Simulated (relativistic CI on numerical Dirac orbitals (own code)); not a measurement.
## How well does a small relativistic CI reproduce Ca?

Method of calculation: Dirac-Coulomb-Breit CI, separate exchange-only KLI orbitals for each configuration, QED by a radiative potential, valence Slater integrals scaled by 0.85, P86 correlation estimate, and configurations built on the next ion tied to the tabulated ionisation energy (semi-empirical) (own radial code, finite nucleus).

Configurations in the expansion (outside the closed core [Ar]): 4s², 4s4p, 4s3d, 4s5s, 3d4p, 4s5p, 4s4d, 4p², 4s5d, 4s6s, 4s4f, 4s5f, 3d², 4s6p, 3d4d, 4s5g, 4s6d, 4d², 4s6f, 4p4d, 3d5s. Levels of other configurations are missing.

```tsv
Configuration	Term (tabulated)	J	Measured (cm⁻¹)	Computed	Error	Purity (%)
4s²	1S	0	0.0	0	0	94
4s4p	3P°	0	15157.9	12748	-2410	98
4s4p	3P°	1	15210.1	12794	-2416	98
4s4p	3P°	2	15315.9	12886	-2430	98
4s3d	3D	1	20335.4	21060	724	100
4s3d	3D	2	20349.3	21059	710	100
4s3d	3D	3	20371.0	21059	688	100
4s3d	1D	2	21849.6	22455	606	84
4s4p	1P°	1	23652.3	22047	-1606	81
4s5s	3S	1	31539.5	31056	-483	100
4s5s	1S	0	33317.3	32760	-557	97
3d4p	3F°	2	35730.5	36238	507	97
3d4p	3F°	3	35818.7	36267	448	100
3d4p	1D°	2	35835.4	36049	213	76
3d4p	3F°	4	35896.9	36314	417	100
4s5p	3P°	0	36547.7	36035	-513	95
4s5p	3P°	1	36554.7	36043	-512	95
4s5p	3P°	2	36575.1	36061	-514	75
4s5p	1P°	1	36731.6	36745	14	86
4s4d	1D	2	37298.3	36312	-987	83
4s4d	3D	1	37748.2	37213	-535	97
4s4d	3D	2	37751.9	37217	-534	98
4s4d	3D	3	37757.4	37227	-531	100
3d4p	3D°	1	38192.4	38731	539	98
3d4p	3D°	2	38219.1	38745	526	98
3d4p	3D°	3	38259.1	38765	506	98
4p²	3P	0	38417.5	37142	-1275	88
4p²	3P	1	38464.8	37185	-1280	86
4p²	3P	2	38551.6	37271	-1281	87
```

Measured levels from NIST Handbook of Basic Atomic Spectroscopic Data (Sansonetti and Martin, J. Phys. Chem. Ref. Data 34, 1559 (2005)); pairs were made by configuration, J and term (by order where the table uses no LS term), so strongly mixed levels may be paired wrongly.

Mean error by configuration (cm⁻¹): 4s4p -2215; 4s3d 682; 4s5s -520; 3d4p 451; 4s5p -381; 4s4d -647; 4p² -1279. Over the excited levels the mean absolute error is 849 cm⁻¹ (28 of the 28 excited levels that our extract of the source holds in range could be paired), and the median relative error of those above 1,000 cm⁻¹ is 1.5 %.
